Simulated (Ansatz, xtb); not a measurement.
## CH3ClSn: 3 structures ranked

3 gas-phase structures of CH3ClSn, found in a search over its isomers (lower ones may exist). Each was relaxed with GFN2-xTB:

A. `Cl[CH2][SnH]`, a singlet
B. a singlet given by its coordinates
C. `[CH3][Sn][Cl]`, a singlet

B (Å):

```csv
atom,x (Å),y (Å),z (Å)
C,-1.4908,1.9110,2.1605
Cl,-2.6327,3.3002,2.2530
Sn,-3.4737,0.8575,2.4325
H,-0.7674,2.0410,2.9577
H,-0.9868,1.9814,1.2009
H,-3.2670,0.8918,4.2319
```

Close contacts (Å): C1–Cl2 1.80, C1–Sn3 2.26, Cl2–Sn3 2.59, C1–H4 1.08, C1–H5 1.09, Sn3–H6 1.81.

Estimate their order in r2SCAN-D4/def2-SVP energy at these geometries, lowest first.

Calculated order at r2SCAN-D4/def2-SVP: C (0.0), B (50.5), A (56.3) kcal/mol.

Energies above the lowest of each column, in kcal/mol; the last columns are at PBE0-D3(BJ)/def2-SVP geometries and were run for some of them only (a dash: not run or not comparable):

| structure | GFN2-xTB | HF/STO-3G | r2SCAN-D4/def2-SVP | PBE0-D3(BJ)/def2-SVP | CCSD(T)/def2-TZVPP |
| --- | --- | --- | --- | --- | --- |
| C | 0.0 | 0.0 | 0.0 | 0.0 | 0.0 |
| B | 40.5 | 68.4 | 50.5 | 49.0 | 48.7 |
| A | 49.4 | 67.5 | 56.3 | – | – |

Every level run on C puts it lowest or level with the lowest. Flexible structures stand in one conformer each, not always the lowest. Frequencies (PBE0-D3(BJ)/def2-SVP) were run for B, C alone. Atoms past krypton carry core potentials in the def2 sets, without spin–orbit terms.

Programs: Ansatz 0.2.0, xtb 6.7.1.
